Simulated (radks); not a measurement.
Species: Re4+. Configuration: [Xe] 4f14 5d3 (the NIST ground configuration). Calculated with a radial shooting solver on a logarithmic mesh with Libxc functionals: Dirac Kohn-Sham, LB94 model potential, spin-unpolarised, spherical densities, finite nucleus; open shells fill j = l - 1/2 first; Fermi nuclear charge, rms radius 5.3698 fm. Some entries of the table are withheld. Estimate them.

| orbital | occ. | eigenvalue (Ry) | r(max) (bohr) | <r> (bohr) |
|---|---|---|---|---|
| 1s1/2 | 2 | -5279.148 | 0.01123 | 0.01802 |
| 2s1/2 | 2 | -919.0956 | 0.06466 | 0.07546 |
| 2p1/2 | 2 | -880.5606 | 0.04792 | 0.06231 |
| 2p3/2 | 4 | -773.8999 | 0.05490 | 0.07040 |
| 3s1/2 | 2 | -216.2282 | (1) | 0.1966 |
| 3p1/2 | 2 | -198.7894 | 0.1704 | 0.1866 |
| 3p3/2 | 4 | -175.6636 | 0.1846 | 0.2015 |
| 3d3/2 | 4 | -146.1028 | 0.1443 | 0.1761 |
| 3d5/2 | 6 | -141.0694 | 0.1483 | 0.1806 |
| 4s1/2 | 2 | -48.04432 | 0.4132 | 0.4410 |
| 4p1/2 | 2 | -40.77453 | 0.4124 | 0.4453 |
| 4p3/2 | 4 | -35.41713 | 0.4428 | 0.4791 |
| 4d3/2 | 4 | -23.40700 | 0.4387 | 0.4936 |
| 4d5/2 | 6 | -22.41324 | 0.4484 | 0.5051 |
| 5s1/2 | 2 | -10.15131 | 0.9312 | 1.024 |
| 5p1/2 | 2 | -7.90309 | 0.9932 | 1.115 |
| 4f5/2 | 6 | -7.28488 | 0.4142 | 0.5698 |
| 4f7/2 | 8 | -7.09574 | 0.4194 | 0.5782 |
| 5p3/2 | 4 | -7.03853 | 1.076 | 1.210 |
| 5d3/2 | 3 | -4.02596 | 1.330 | (2) |
| 5d5/2 | 0 | -3.93238 | 1.364 | (3) |

Answer. 
(1) 3s1/2 r(max) (bohr): 0.1822
(2) 5d3/2 <r> (bohr): 1.565
(3) 5d5/2 <r> (bohr): 1.602
